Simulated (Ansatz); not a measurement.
`[NH2][GeH2][CH2]Cl` and `Cl[CH2][GeH2][SeH]` differ in one atom or group.

Ansatz, PBE0-D4/def2-TZVP geometries, multiplicity 1. Each molecule was computed in one conformer, which needn't be the lowest.

Scalar relativity is left out up to krypton.

| property | `[NH2][GeH2][CH2]Cl` |
| --- | --- |
| HOMO energy (B3LYP/def2-TZVPP) / eV | -7.08 |
| LUMO energy (B3LYP/def2-TZVPP) / eV | 0.10 |
| HOMO–LUMO gap (B3LYP/def2-TZVPP) / eV | 7.18 |
| size of the dipole moment (PBE/def2-TZVPP) / D | 1.48 |
| LUMO energy (PBE/def2-TZVPP) / eV | -0.61 |
| HOMO energy (PBE/def2-TZVPP) / eV | -5.91 |

Q: Give the same properties after the change, and the shifts. (Best estimate.)

A: The calculation gave: 
```csv
property,`Cl[CH2][GeH2][SeH]`,shift
HOMO energy (B3LYP/def2-TZVPP) / eV,-6.77,0.31
LUMO energy (B3LYP/def2-TZVPP) / eV,-0.52,-0.62
HOMO–LUMO gap (B3LYP/def2-TZVPP) / eV,6.25,-0.93
size of the dipole moment (PBE/def2-TZVPP) / D,2.22,0.74
LUMO energy (PBE/def2-TZVPP) / eV,-1.13,-0.52
HOMO energy (PBE/def2-TZVPP) / eV,-5.86,0.05
```

With PBE0 the HOMO rises by 0.30 eV and the LUMO falls by 0.64 eV, so the gap narrows by about 0.94 eV. PBE moves the HOMO by 0.05 eV and ωB97M-V by 0.44 eV. Dipoles are sizes alone; their direction can turn.

B3LYP here is the variant with VWN-RPA as its local correlation; programs differ in this.

Spin–orbit coupling is left out; it splits and shifts lone-pair levels of the heavy atoms by tenths of an eV.
